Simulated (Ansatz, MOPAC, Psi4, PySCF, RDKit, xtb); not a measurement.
Complex: CH4 (SMILES C) (first 5 atoms) with C3H8 (SMILES CCC); geometry from B3LYP-D3(BJ)/def2-TZVP, rigid monomers moved along the line of their centres of mass till C1···H12 is 3.64 Å.
(charge 0, multiplicity 1):
```xyz
16

C      0.018     0.159     0.175
H      0.112     0.267    -0.905
H     -0.896    -0.386     0.406
H      0.875    -0.389     0.563
H     -0.022     1.144     0.637
C      0.415    -1.325     4.307
C      0.485     0.194     4.438
C     -0.893     0.851     4.427
H      1.410    -1.774     4.313
H     -0.155    -1.764     5.129
H     -0.076    -1.614     3.375
H      1.088     0.603     3.623
H      1.005     0.456     5.364
H     -0.822     1.936     4.520
H     -1.424     0.629     3.498
H     -1.508     0.485     5.253
```

```
level                              interaction energy (kJ/mol)  cost
---------------------------------  ---------------------------  ----
MMFF94                                                    -2.5     -
UFF                                                       -4.5     -
GFN-FF                                                    -3.1     -
AM1                                                        0.5     -
PM3                                                       -1.6     -
PM6                                                       -0.4     -
PM7                                                       -3.5     -
GFN1-xTB                                                  -2.7     -
GFN2-xTB                                                  -2.9     -
HF/STO-3G (no counterpoise)                                0.3     -
HF/3-21G (no counterpoise)                                -0.6     -
HF/6-31G*                                                  0.6     -
HF/6-31G* (no counterpoise)                                0.1     -
HF/aug-cc-pVDZ                                             0.6     -
PBE/def2-TZVPPD                                           -1.3    ×1
PBE-D3(BJ)/def2-TZVPPD                                    -4.3    ×1
PBE-D4/def2-TZVPPD                                        -4.1    ×1
BP86/6-31G* (no counterpoise)                              1.7     -
r2SCAN/def2-TZVPPD                                        -1.4    ×2
r2SCAN-D3(BJ)/def2-TZVPPD                                 -3.1    ×2
r2SCAN-D4/def2-TZVPPD                                     -2.9    ×2
B3LYP/3-21G (no counterpoise)                             -0.7     -
B3LYP/6-31G*                                               1.2     -
B3LYP/6-31G* (no counterpoise)                             0.1     -
B3LYP/6-311+G** (no counterpoise)                          1.0     -
B3LYP/def2-TZVPPD                                          1.0    ×1
B3LYP-D3(BJ)/def2-TZVPPD                                  -3.1    ×1
B3LYP-D4/def2-TZVPPD                                      -2.8    ×1
PBE0/def2-TZVPPD                                          -0.9    ×1
PBE0-D4/def2-TZVPPD                                       -3.7    ×1
M06-2X/6-31G* (no counterpoise)                           -3.3     -
wB97X-V/def2-TZVPPD                                       -3.4    ×3
wB97M-V/def2-TZVPPD                                       -3.0    ×3
MP2/6-31G*                                                -1.0     -
MP2/6-31G* (no counterpoise)                              -2.1     -
MP2/aug-cc-pVDZ                                           -2.9     -
SCS-MP2/aug-cc-pVDZ                                       -2.1     -
CCSD/aug-cc-pVDZ                                          -2.5     -
CCSD(T)/aug-cc-pVDZ                                       -2.9   ×50
SAPT0/jun-cc-pV(D+d)Z                                     -1.9     -
```

The rows run from -4.5 (UFF) to 1.7 kJ/mol (BP86/6-31G* (no counterpoise)). In aug-cc-pVDZ the value moves HF 0.6, MP2 -2.9, CCSD -2.5, CCSD(T) -2.9, a shift of -3.6 from HF to CCSD(T). The dispersion term adds -3.0 in PBE-D3(BJ), -2.8 in PBE-D4, -1.7 in r2SCAN-D3(BJ). The 6 functionals in def2-TZVPPD without D3 or D4 span 4.3, from wB97X-V to B3LYP.

Interaction energies are E(AB) − E(A) − E(B) at the monomers' geometry in the complex; basis-set methods are counterpoise corrected. Rows marked so take none. RDKit's UFF carries no charges.

Cores are frozen in the correlated methods. Rows in 3-21G, 6-311+G**, 6-31G*, STO-3G carry no dispersion term and start afresh at each structure (6-31G* with six Cartesian d functions). MP2/6-31G* freezes PySCF's default core. The state that AM1, PM3, PM6, PM7 reach isn't checked; PM7 holds dispersion and hydrogen-bond terms.

Programs: Ansatz (a quantum-chemistry and plane-wave program) with Gaussian orbitals; MOPAC for AM1, PM3, PM6, PM7 (differences of heats of formation); Psi4 for SAPT; PySCF for 3-21G rows, 6-311+G** rows, 6-31G* rows, STO-3G rows, the dispersion terms; RDKit for the force fields; xtb for the GFN methods. Each number belongs to the level named beside it.

Costs are rough ratios of core time to PBE/def2-TZVPPD (about 14 s over the structures, on one shared machine); a dash marks a level with no comparable run of its own.
